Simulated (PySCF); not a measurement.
F₃HOZr, SMILES [F][Zr]([F])([OH])[F], multiplicity 1.

Geometry: PBE-D3(BJ)/def2-SVP. The multiplicity is an assumed one; no other spin state was optimised. The structure was generated by enumeration; whether it is a known compound was not checked. The def2 effective core potentials stand for the cores of Zr; spin–orbit coupling is left out. Other conformers were not sampled.

Calculation: PySCF with PBE-D3(BJ)/def2-SVP.

Frequencies are harmonic and unscaled.

Modes within 1.5 cm⁻¹ of each other (mostly degenerate sets) share a row, with their intensities summed.

```csv
mode,ν (cm⁻¹),IR (km/mol),moving atoms (share of kinetic energy)
1–2,154,3.9,F 90 %
3–4,166,1.4,"O 38 %, F 35 %, Zr 14 %, H 13 %"
5,169,23.3,"F 72 %, Zr 22 %"
6–7,273,372.8,"H 81 %, O 16 %"
8,656,40.6,F 94 %
9–10,676,313.1,"F 76 %, Zr 24 %"
11,743,154.1,"O 76 %, Zr 18 %"
12,3872,290.2,H 94 %
```
